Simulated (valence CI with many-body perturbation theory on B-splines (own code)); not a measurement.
Er LXIV: E2, E3, M1, M2 decay

Calculated by valence CI with perturbative core correlation (CI+MBPT): three valence electrons over a frozen Dirac-Fock core [He], a basis of 11 s, 11 p, 10 d, 8 f, 5 g, 2 h functions for each j, with the one-electron correlation potential Σ1 (screened to all orders), the two-electron term Σ2, the three-electron term Σ3, Breit, model QED; selected single and double excitations, second order for the rest, scaled by the run's own slope (own B-spline code, finite nucleus).

No measured spectrum was set against this ion. As an estimate, large intervals hold to a few tenths of a per cent, small ones and those within an open d or f shell to about a per cent.

Lines 1 to 44 of 44 in falling wavelength, among levels below 929.85 Ry, chosen from the decays that carry over 1 % of a level's rate. Wavelengths and rates use the calculated energies. Electric multipoles are in the length gauge with retardation, E1 and E2 with the static RPA response of the core. M1 uses the relativistic operator with retardation. Weak lines are less certain than strong ones. Lines between different terms over intervals too small for the method are left out, as are lines whose strength nearly cancels. The highest levels of a list are the least certain.

Levels are named by their leading jj configuration (3d3/2^4 stands for four electrons in 3d with j = 3/2), which in mixed levels can hold well under half, so a name can repeat and another be missing. Letters in brackets count levels of one name in rising energy.

| λ vac (nm) | Upper | Lower | Type | A (s⁻¹) | Branch % |
| --- | --- | --- | --- | --- | --- |
| 1.338 | (2s 2p1/2 2p3/2) J=3/2 [a] | (2s 2p1/2^2) J=1/2 | M1 | 4.75e+09 | 10.5 |
| 1.295 | (2s 2p3/2 3d5/2) J=9/2 | (2s 2p1/2 3d5/2) J=7/2 | M1 | 4.44e+09 | 4.8 |
| 1.244 | (2s^2 2p3/2) J=3/2 | (2s^2 2p1/2) J=1/2 | M1 | 4.47e+09 | 25.5 |
| 0.1590 | (2s 2p1/2 3p1/2) J=1/2 [a] | (2s 2p1/2 2p3/2) J=3/2 [a] | E2 | 1.45e+12 | 1.0 |
| 0.1586 | (2s^2 3p1/2) J=1/2 | (2s^2 2p3/2) J=3/2 | E2 | 1.83e+12 | 24.3 |
| 0.1554 | (2s 2p3/2 3p3/2) J=7/2 | (2s 2p3/2^2) J=3/2 | E2 | 5.61e+10 | 2.2 |
| 0.1535 | (2s 2p3/2 3p3/2) J=7/2 | (2s 2p3/2^2) J=5/2 | E2 | 6.23e+11 | 24.6 |
| 0.1533 | (2s 2p3/2 3p3/2) J=1/2 [b] | (2s 2p3/2^2) J=3/2 | E2 | 1.08e+12 | 8.7 |
| 0.1532 | (2s 2p1/2 3p3/2) J=5/2 | (2s 2p1/2 2p3/2) J=5/2 | E2 | 4.95e+11 | 1.2 |
| 0.1528 | (2s^2 3p3/2) J=3/2 | (2s^2 2p3/2) J=3/2 | E2 | 9.15e+11 | 8.0 |
| 0.1514 | (2s 2p3/2 3p3/2) J=1/2 [b] | (2s 2p3/2^2) J=5/2 | E2 | 3.59e+11 | 2.9 |
| 0.1511 | (2s 2p3/2 3d5/2) J=9/2 | (2s 2p3/2^2) J=5/2 | M2 | 4.24e+10 | 45.7 |
| 0.1511 | (2s 2p3/2 3d5/2) J=9/2 | (2s 2p3/2^2) J=5/2 | E3 | 2.53e+09 | 2.7 |
| 0.1370 | (2s 2p3/2 3p3/2) J=7/2 | (2s 2p1/2 2p3/2) J=5/2 | E2 | 4.68e+11 | 18.5 |
| 0.1369 | (2s 2p1/2 3p3/2) J=5/2 | (2s 2p1/2^2) J=1/2 | E2 | 1.02e+12 | 2.4 |
| 0.1364 | (2s 2p3/2 3p3/2) J=7/2 | (2s 2p1/2 2p3/2) J=3/2 [a] | E2 | 7.46e+11 | 29.4 |
| 0.1363 | (2s 2p3/2 3p3/2) J=1/2 [b] | (2s 2p1/2 2p3/2) J=3/2 [b] | E2 | 1.05e+12 | 8.4 |
| 0.1361 | (2s^2 3p3/2) J=3/2 | (2s^2 2p1/2) J=1/2 | E2 | 1.12e+12 | 9.7 |
| 0.1350 | (2s 2p3/2 3d5/2) J=9/2 | (2s 2p1/2 2p3/2) J=5/2 | M2 | 1.49e+10 | 16.1 |
| 0.1350 | (2s 2p3/2 3d5/2) J=9/2 | (2s 2p1/2 2p3/2) J=5/2 | E3 | 2.30e+09 | 2.5 |
| 0.1345 | (2s 2p3/2 3d5/2) J=9/2 | (2s 2p1/2 2p3/2) J=3/2 [a] | E3 | 4.56e+09 | 4.9 |
| 0.1334 | (2p1/2 2p3/2 3d3/2) J=5/2 [a] | (2s 2p1/2 2p3/2) J=1/2 | E2 | 1.76e+12 | 1.3 |
| 0.1333 | (2p1/2 2p3/2 3d3/2) J=7/2 | (2s 2p1/2 2p3/2) J=3/2 [b] | E2 | 2.39e+12 | 9.4 |
| 0.1328 | (2s 2p1/2 3d3/2) J=5/2 | (2s^2 2p1/2) J=1/2 | E2 | 3.08e+12 | 1.4 |
| 0.1326 | (2p1/2^2 3d3/2) J=3/2 | (2s 2p1/2^2) J=1/2 | E2 | 5.53e+12 | 2.7 |
| 0.1323 | (2p1/2 2p3/2 3d3/2) J=7/2 | (2s 2p1/2 2p3/2) J=5/2 | E2 | 2.60e+12 | 10.2 |
| 0.1323 | (2p3/2^2 3d5/2) J=7/2 | (2s 2p3/2^2) J=3/2 | E2 | 2.21e+12 | 17.0 |
| 0.1320 | (2p1/2 2p3/2 3d3/2) J=3/2 [a] | (2s 2p1/2 2p3/2) J=3/2 [a] | E2 | 3.82e+12 | 1.0 |
| 0.1320 | (2p1/2 2p3/2 3d3/2) J=5/2 [a] | (2s 2p1/2 2p3/2) J=3/2 [a] | E2 | 2.55e+12 | 1.8 |
| 0.1319 | (2p1/2 2p3/2 3d3/2) J=1/2 [a] | (2s 2p1/2 2p3/2) J=3/2 [a] | E2 | 5.05e+12 | 2.6 |
| 0.1318 | (2p1/2 2p3/2 3d3/2) J=7/2 | (2s 2p1/2 2p3/2) J=3/2 [a] | E2 | 5.70e+11 | 2.2 |
| 0.1312 | (2p1/2 2p3/2 3d5/2) J=9/2 | (2s 2p1/2 2p3/2) J=5/2 | E2 | 5.82e+12 | 64.9 |
| 0.1309 | (2p1/2 2p3/2 3d5/2) J=7/2 [a] | (2s 2p1/2 2p3/2) J=3/2 [a] | E2 | 5.18e+12 | 12.4 |
| 0.1309 | (2p3/2^2 3d5/2) J=7/2 | (2s 2p3/2^2) J=5/2 | E2 | 3.54e+12 | 27.1 |
| 0.1309 | (2p3/2^2 3d5/2) J=9/2 | (2s 2p3/2^2) J=5/2 | E2 | 5.88e+12 | 46.9 |
| 0.1308 | (2s 2p3/2 3d5/2) J=7/2 [b] | (2s^2 2p3/2) J=3/2 | E2 | 4.00e+12 | 1.0 |
| 0.1135 | (2p1/2^2 4f7/2) J=7/2 | (2p1/2^2 2p3/2) J=3/2 | E2 | 4.07e+12 | 1.7 |
| 0.1135 | (2s 2p1/2 4f7/2) J=7/2 [b] | (2s 2p1/2 2p3/2) J=3/2 [b] | E2 | 2.38e+12 | 1.0 |
| 0.1135 | (2s 2p1/2 4f7/2) J=5/2 | (2s 2p1/2 2p3/2) J=1/2 | E2 | 2.82e+12 | 1.2 |
| 0.1128 | (2s 2p1/2 4f7/2) J=9/2 | (2s 2p1/2 2p3/2) J=5/2 | E2 | 4.00e+12 | 1.7 |
| 0.1127 | (2s 2p1/2 4f7/2) J=7/2 [a] | (2s 2p1/2 2p3/2) J=3/2 [a] | E2 | 2.98e+12 | 1.3 |
| 0.1126 | (2s^2 4f7/2) J=7/2 | (2s^2 2p3/2) J=3/2 | E2 | 4.04e+12 | 1.7 |
| 0.1039 | (2s 2p1/2 4f5/2) J=3/2 | (2s 2p1/2^2) J=1/2 | E2 | 4.01e+12 | 1.6 |
| 0.1034 | (2s^2 4f5/2) J=5/2 | (2s^2 2p1/2) J=1/2 | E2 | 3.13e+12 | 1.3 |
